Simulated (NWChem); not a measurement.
# C3H3Cl; SMILES C(=C=C)Cl

```xyz
7

C      0.3673     2.3110     0.0000
C     -0.1628     1.1163     0.0000
C     -0.7113    -0.0708     0.0000
Cl     0.2053    -1.5444     0.0000
H      0.5983     2.8311    -0.9366
H      0.5983     2.8311     0.9366
H     -1.7946    -0.2203     0.0000
```
Atoms are numbered in this order, from 1.

All runs: NWChem. Geometry optimised at PBE0/def2-SVP; all other runs use it. 

| quantity | level | value |
|---|---|---|
| dipole in solution (D) in water | PBE0/def2-SVP, SMD | ? |
| anisotropy (bohr³), static | CAM-B3LYP/def2-SVPD | ? |
| −ε(HOMO) (eV) | CAM-B3LYP/def2-SVP | 8.49 |
| vertical, lowest state with f > 0.02, singlet (eV) | CAM-B3LYP/def2-SVPD, TDA | ? |
| dipole (D) | PBE0/def2-SVP | 1.60 |
| highest harmonic frequency (cm⁻¹) | PBE0/def2-SVP | 3237 |

### Question
Fill in the missing entries.

### Answer

- dipole in solution (D) in water, value: 2.17
- anisotropy (bohr³), static, value: 46.4
- vertical, lowest state with f > 0.02, singlet (eV), value: 7.10
